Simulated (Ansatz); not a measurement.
Geometry optimisation, RKS r2SCAN/def2-SVP (Ansatz 0.2.0).

The input (input.yaml):

```yaml
crystal:
  periodic: [false, false, false]
  atoms:
    - { symbol: O, position_ang: [-0.27555, 1.13519, -0.22203] }
    - { symbol: Si, position_ang: [-0.13345, -0.42811, 0.06094] }
    - { symbol: F, position_ang: [1.45215, -0.61819, 0.24356] }
    - { symbol: S, position_ang: [-1.50197, -1.83889, 0.17504] }
    - { symbol: H, position_ang: [0.45883, 1.75, -0.25751] }
basis:
  gaussian: { orbitals: def2-SVP }
hamiltonian:
  xc: r2scan
relax:
  f_tol: 0.015
  max_steps: 40
```

Run as:

```bash
$ ansatz run input.yaml --threads 1 --pin off --max-ram 2048MiB --backend cpu --events-out ev --progress --plain --runs-dir out
```

Where does it end, and by what steps?

The forces met the threshold. After 7 steps the energy has fallen by 0.070 eV; O1 moved furthest, 0.06 Å.

```tsv
step	energy less start (eV)	largest force component (eV/Å)	accepted
0	0.0000	1.800	yes
1	-0.0479	0.712	yes
2	-0.0608	0.292	yes
3	-0.0655	0.111	yes
4	-0.0682	0.066	yes
5	-0.0693	0.078	yes
6	-0.0698	0.039	yes
7	-0.0699	0.001	yes
```

```xyz
5
Properties=species:S:1:pos:R:3
O -0.326 1.159 -0.230
Si -0.129 -0.436 0.063
F 1.466 -0.626 0.246
S -1.481 -1.806 0.171
H 0.470 1.709 -0.250
```

Whether the end is a true minimum wasn't checked by a vibrational analysis.

Time of the run: 54 s on 1 thread of Intel(R) Xeon(R) Processor @ 2.50GHz (Skylake/Cascade Lake) (shared host), peak memory 0.17 GiB.
